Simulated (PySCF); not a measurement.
SMILES C[Si](C)(C)C#C[SiH2]F, singlet, GFN2-xTB optimised geometry.

```
19

Si    -3.03     0.53     0.00
F     -3.51    -0.11    -1.40
C     -1.18     0.53     0.00
C      0.03     0.53     0.00
Si     1.89     0.53    -0.01
C      2.49     1.28     1.63
C      2.48    -1.28    -0.18
C      2.48     1.57    -1.49
H     -3.56    -0.36     1.02
H     -3.56     1.89     0.00
H      2.14     0.71     2.48
H      2.14     2.30     1.75
H      3.58     1.31     1.68
H      2.13    -1.89     0.65
H      3.56    -1.35    -0.20
H      2.10    -1.73    -1.09
H      2.11     1.17    -2.43
H      2.13     2.60    -1.42
H      3.56     1.60    -1.55
```

Density from PBE0/def2-SVP (PySCF 2.14.0) at that geometry.

Minimum of the electron density along straight lines between bonded atoms, close to the bond critical point (lines longer than 1.1 times the sum of covalent radii, or with two minima, are not listed):

```
bond     length / Å  ρ at the minimum / e bohr⁻³  ∇²ρ there / e bohr⁻⁵  position (fraction from the first atom)
-------  ----------  ---------------------------  --------------------  ---------------------------------------
Si1–F2        1.612                        0.118                  1.08                                     0.42
Si1–C3        1.845                        0.113                  0.40                                     0.39
C3–C4         1.211                        0.405                 -1.19                                     0.50
C4–Si5        1.864                        0.107                  0.40                                     0.61
Si5–C6        1.907                        0.111                  0.31                                     0.38
Si5–C7        1.906                        0.111                  0.31                                     0.38
Si5–C8        1.906                        0.111                  0.31                                     0.38
Si1–H9        1.456                        0.122                  0.32                                     0.49
Si1–H10       1.456                        0.122                  0.32                                     0.49
C6–H11        1.086                        0.272                 -0.97                                     0.63
C6–H12        1.086                        0.272                 -0.97                                     0.63
C6–H13        1.086                        0.271                 -0.97                                     0.62
C7–H14        1.086                        0.272                 -0.97                                     0.63
C7–H15        1.086                        0.271                 -0.96                                     0.62
C7–H16        1.086                        0.272                 -0.98                                     0.63
C8–H17        1.086                        0.272                 -0.98                                     0.63
C8–H18        1.086                        0.272                 -0.97                                     0.63
C8–H19        1.086                        0.271                 -0.96                                     0.62
```
